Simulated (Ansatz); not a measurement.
MoOF5H⁺, that is Mo(OH)F5 with one electron fewer. Total charge 1; doublet. Geometry r2SCAN-D4/def2-SVP, that of the neutral singlet; atoms count from 1.

Cartesian coordinates in Å:
```
Mo 0.040 0.161 -0.267
O -0.368 -0.313 1.451
H -0.382 -1.022 2.111
F 0.516 0.423 -2.021
F -0.720 1.826 -0.136
F 0.829 -1.500 -0.451
F -1.565 -0.485 -0.899
F 1.650 0.910 0.212
```

In the def2 sets Mo takes a core potential; there is no spin–orbit coupling.

Q: Estimate the Mulliken populations from the PBE0/def2-TZVP orbitals of Ansatz.

A: 
```json
{"atom": "Mo1", "charge (e)": "1.98", "spin (α − β)": "-0.15", "d electrons": "3.23"}
{"atom": "O2", "charge (e)": "-0.22", "spin (α − β)": "0.82", "d electrons": "–"}
{"atom": "H3", "charge (e)": "0.45", "spin (α − β)": "-0.02", "d electrons": "–"}
{"atom": "F4", "charge (e)": "-0.25", "spin (α − β)": "-0.03", "d electrons": "–"}
{"atom": "F5", "charge (e)": "-0.26", "spin (α − β)": "0.01", "d electrons": "–"}
{"atom": "F6", "charge (e)": "-0.27", "spin (α − β)": "0.05", "d electrons": "–"}
{"atom": "F7", "charge (e)": "-0.22", "spin (α − β)": "0.17", "d electrons": "–"}
{"atom": "F8", "charge (e)": "-0.22", "spin (α − β)": "0.15", "d electrons": "–"}
```
Mulliken values and Mayer orders depend strongly on the basis.

Q: Where does the spin sit?

A: Summed by element: Mo -0.15, O 0.82, H -0.02, F 0.35, of 1 unpaired in all. Largest on single atoms: O2 0.82, F7 0.17, F8 0.15.

Q: And the Mayer bond orders between bonded heavy atoms (over 0.3)?

A: Mo1–O2 0.65 (1.83 Å); Mo1–F4 1.07 (1.84 Å); Mo1–F5 1.06 (1.83 Å); Mo1–F6 1.01 (1.85 Å); Mo1–F7 0.99 (1.84 Å); Mo1–F8 1.00 (1.84 Å).
